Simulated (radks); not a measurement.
Values are calculated unless marked as measured or tabulated.
Problem. Ionisation of neutral aluminium, [Ne] 3s2 3p1, to Al+, [Ne] 3s2, under several functionals. Dirac Kohn-Sham, spin-unpolarised, spherical densities, finite nucleus; open shells fill j = l - 1/2 first; a radial shooting solver on a logarithmic mesh with Libxc functionals. The NIST Atomic Spectra Database gives 5.986 eV (measured). Rank these functionals by the error of their Delta-SCF ionisation energy: exchange-only PBE; AM05; LDA (Slater exchange, Perdew-Wang correlation); OLYP; HCTH/407; PBEsol.

Solution. From best to worst: HCTH/407 5.893 eV (-0.093); LDA (Slater exchange, Perdew-Wang correlation) 5.852 eV (-0.134); PBEsol 5.747 eV (-0.239); AM05 5.723 eV (-0.262); OLYP 5.633 eV (-0.353); exchange-only PBE 5.122 eV (-0.864). Spin polarisation and multiplet splitting are left out, so open shells lie too high by an amount that depends on their filling.

Beside tabulated values, note that spin-unpolarised runs miss the spin-polarisation part of the exchange energy of open shells.
